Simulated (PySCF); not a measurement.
C2H6NO (SMILES CC(N)=[OH+]), charge +1, singlet, at a GFN2-xTB geometry. Base run: HF/pcseg-1 in PySCF.

Input for PySCF:
```python
from pyscf import gto, scf

mol = gto.M(
    atom='''
O     0.318597    1.282346    0.055518
C     0.045989    0.030480   -0.005547
N     0.971309   -0.890866   -0.039247
C    -1.383354   -0.330034   -0.021039
H     0.728290   -1.872419   -0.084366
H    -1.960376    0.454212   -0.508311
H    -1.563605   -1.288230   -0.499661
H    -1.746483   -0.388630    1.008214
H     1.963033   -0.678155   -0.014999
H     1.255393    1.547845    0.089227
''',
    basis='pcseg-1',
    charge=1,
    spin=0,
    verbose=4,
)

mf = scf.RHF(mol)
mf.kernel()
mf.analyze()
```

The base run was repeated with changes; each row names its change, and settings that it needs were set with it.

```tsv
change	ΔE vs base (mEh)	fitting functions
base	0.000	-
auxbasis = cc-pvtz-ri	0.013	504
only_dfj = on; auxbasis = def2-universal-jfit	-0.367	262
auxbasis = cc-pvtz-jkfit	0.066	496
auxbasis = def2-svp-ri	[?]	[?]
auxbasis = def2-universal-jfit	[?]	262
auxbasis = def2-tzvp-ri	0.056	394
auxbasis = even-tempered beta=2.0	0.060	627
exchange = seminumerical (SGX) (with mf = sgx.sgx_fit(mf, auxbasis='def2-universal-jfit'); with mf.with_df.dfj = True)	-0.362	262
auxbasis = even-tempered beta=3.0	[?]	[?]
```

Task: Complete the blanks.

Result: 
- auxbasis = def2-svp-ri, ΔE vs base (mEh): -4.702
- auxbasis = def2-svp-ri, fitting functions: 276
- auxbasis = def2-universal-jfit, ΔE vs base (mEh): 3.112
- auxbasis = even-tempered beta=3.0, ΔE vs base (mEh): -0.084
- auxbasis = even-tempered beta=3.0, fitting functions: 454

A fitting set is made for a task (jfit for Coulomb, jkfit for Coulomb and exchange, ri for correlation) and for a family of orbital bases.
